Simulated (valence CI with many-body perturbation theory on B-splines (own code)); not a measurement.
Level structure of La7+

Level of theory: configuration interaction combined with many-body perturbation theory (CI+MBPT): four valence electrons over a frozen Dirac-Fock core [Kr] 4d10, a basis of 7 s, 7 p, 7 d, 7 f, 4 g, 2 h functions for each j, with the one-electron correlation potential Σ1, the two-electron term Σ2, the three-electron term Σ3, Breit, model QED; selected CI, second order for the rest, scaled by the run's own slope (own B-spline code, finite nucleus).

No measured levels were compared; by estimate levels hold to about 250 cm⁻¹ or 0.2 % of their energy and the worst to 1 %, as in measured heavy ions of charge 2 to 7; those with d or f electrons hold less well. Among the levels kept, up to 410 cm⁻¹ of a level comes from second order outside the variational space, and about a tenth of that is noise between levels of different J, which matters for small intervals.

Levels 136 to 180 of 228, with energies above the lowest level, 5s2 5p2 3P_0. "Leading %" is the weight of the configuration and term that name the level; weights of strongly mixed levels are sums over their largest components and can fall short. In the jj column 3d3/2^4 stands for four electrons in 3d with j = 3/2. Lifetimes count E1, E2, E3, M1 and M2 decay at the calculated energies, and are blank where another channel may lead or the interval is too uncertain; long ones can be off by a factor of two.

```tsv
No.	Configuration	Term	J	E (cm⁻¹)	Leading %	g	Leading jj	Lifetime
136	4f2 5s 5p	5H°	6	362980	42	1.151	4f5/2 4f7/2 5s 5p1/2 (48 %)	729 ps
137	4f 5s2 5d	3D°	2	363080	38	1.053	4f7/2 5s^2 5d3/2 (39 %)	50.5 ps
138	4f 5s2 5d	3D°	3	363780	37	1.198	4f5/2 4f7/2 5s 5p1/2 (40 %)	68.4 ps
139	4f2 5s 5p	5G°	2	365140	62	0.581	4f5/2^2 5s 5p1/2 (32 %)	108 ps
140	4f2 5s 5p	5G°	3	365890	37	0.974	4f5/2 4f7/2 5s 5p1/2 (34 %)	83.5 ps
141	4f2 5s 5p	5G°	4	366850	49	1.217	4f5/2 4f7/2 5s 5p1/2 (66 %)	2.69 ns
142	4f2 5s 5p	5H°	3	367200	44	0.789	4f5/2 4f7/2 5s 5p1/2 (32 %)	118 ps
143	4f2 5s 5p	5H°	7	367420	56	1.235	4f7/2^2 5s 5p1/2 (60 %)	13.8 ns
144	4f2 5s 5p	5H°	4	367760	42	0.923	4f5/2 4f7/2 5s 5p1/2 (39 %)	215 ps
145	5s 5p2 5d	5F	4	367780	78	1.369	5s 5p1/2 5p3/2 5d5/2 (78 %)	1.25 ns
146	4f 5s2 5d	1F°	3	368110	41	0.926	4f7/2 5s^2 5d5/2 (40 %)	58.1 ps
147	5s 5p2 5d	5D	0	368490	92		5s 5p1/2 5p3/2 5d3/2 (87 %)	645 ps
148	4f2 5s 5p	5G°	5	368720	17	1.073	4f5/2^2 5s 5p1/2 (28 %)	155 ps
149	4f 5s2 5d	3P°	2	369550	66	1.474	4f7/2 5s^2 5d5/2 (39 %)	41.5 ps
150	5s 5p2 5d	5D	1	369600	82	1.418	5s 5p1/2 5p3/2 5d3/2 (73 %)	343 ps
151	5s 5p2 5d	5D	2	369690	54	1.290	5s 5p1/2 5p3/2 5d3/2 (67 %)	250 ps
152	4f2 5s 5p	5G°	5	370540	38	1.202	4f5/2 4f7/2 5s 5p1/2 (39 %)	352 ps
153	4f2 5s 5p	5G°	6	370600	36	1.209	4f7/2^2 5s 5p1/2 (40 %)	209 ps
154	5s 5p2 5d	5D	3	370610	35	1.344	5s 5p1/2 5p3/2 5d3/2 (53 %)	197 ps
155	4f 5s2 5d	3P°	1	370700	78	1.464	4f5/2 5s^2 5d5/2 (47 %)	37.2 ps
156	4f 5s2 5d	3P°	0	371320	79		4f5/2 5s^2 5d5/2 (79 %)	39.2 ps
157	4f2 5s 5p	5D°	4	371760	48	1.295	4f7/2^2 5s 5p1/2 (52 %)	1.04 ns
158	4f 5s2 5d	1H°	5	372400	49	1.076	4f5/2 5s^2 5d5/2 (29 %)	77.4 ps
159	4f2 5s 5p	5D°	3	373410	39	1.316	4f5/2 4f7/2 5s 5p1/2 (42 %)	140 ps
160	4f2 5s 5p	5F°	2	373820	35	1.145	4f5/2 4f7/2 5s 5p1/2 (32 %)	163 ps
161	4f2 5s 5p	3H°	4	373950	36	0.954	4f5/2 4f7/2 5s 5p1/2 (31 %)	652 ps
162	4f2 5s 5p	5F°	1	374560	51	0.407	4f5/2 4f7/2 5s 5p1/2 (24 %)	151 ps
163	5s 5p2 5d	5D	4	375990	51	1.383	5s 5p1/2 5p3/2 5d5/2 (45 %)	1.18 ns
164	5s 5p2 5d	3F	2	376140	69	0.836	5s 5p1/2 5p3/2 5d5/2 (36 %)	211 ps
165	5s 5p2 5d	5F	5	376780	85	1.377	5s 5p1/2 5p3/2 5d5/2 (64 %)	1.28 ns
166	4f2 5s 5p	3I°	5	377000	25	0.997	4f5/2 4f7/2 5s 5p1/2 (31 %)	379 ps
167	4f2 5s 5p	3G°	3	377080	63	0.819	4f5/2 4f7/2 5s 5p1/2 (30 %)	910 ps
168	5s2 5p 6s	3P°	2	377100	87	1.504	5s^2 5p3/2 6s (87 %)	37.9 ps
169	4f2 5s 5p	3F°	4	377310	33	1.079	4f5/2 4f7/2 5s 5p1/2 (52 %)	743 ps
170	5s2 5p 6s	1P°	1	378110	45	1.108	5s^2 5p3/2 6s (63 %)	28.6 ps
171	4f2 5s 5p	5D°	0	378440	92		4f5/2^2 5s 5p1/2 (27 %)	603 ps
172	4f2 5s 5p	3F°	2	378640	48	1.009	4f5/2 4f7/2 5s 5p1/2 (37 %)	1.55 ns
173	4f2 5s 5p	5D°	1	378870	72	1.363	4f5/2 4f7/2 5s 5p1/2 (61 %)	624 ps
174	4f2 5s 5p	3I°	5	379620	27	0.984	4f5/2 4f7/2 5s 5p1/2 (37 %)	969 ps
175	4f2 5s 5p	5D°	2	379690	26	1.155	4f5/2 4f7/2 5s 5p1/2 (56 %)	1.10 ns
176	4f2 5s 5p	3G°	5	380090	33	1.115	4f7/2^2 5s 5p1/2 (44 %)	860 ps
177	4f2 5s 5p	3D°	3	380370	39	1.261	4f5/2^2 5s 5p1/2 (30 %)	837 ps
178	4f2 5s 5p	3H°	6	380440	40	1.110	4f7/2^2 5s 5p1/2 (35 %)	2.13 ns
179	4f2 5s 5p	3G°	4	381300	29	1.033	4f5/2 4f7/2 5s 5p1/2 (33 %)	838 ps
180	4f2 5s 5p	3F°	3	381540	41	1.075	4f7/2^2 5s 5p1/2 (35 %)	1.09 ns
```

Names give the largest LS component (configuration and term), which can be under half, so a name can repeat, a term be missing and a line seem to break the LS rules; names also repeat where a configuration has a term twice.

Where two levels of one J and parity lie close, their mixing, g and order are uncertain.
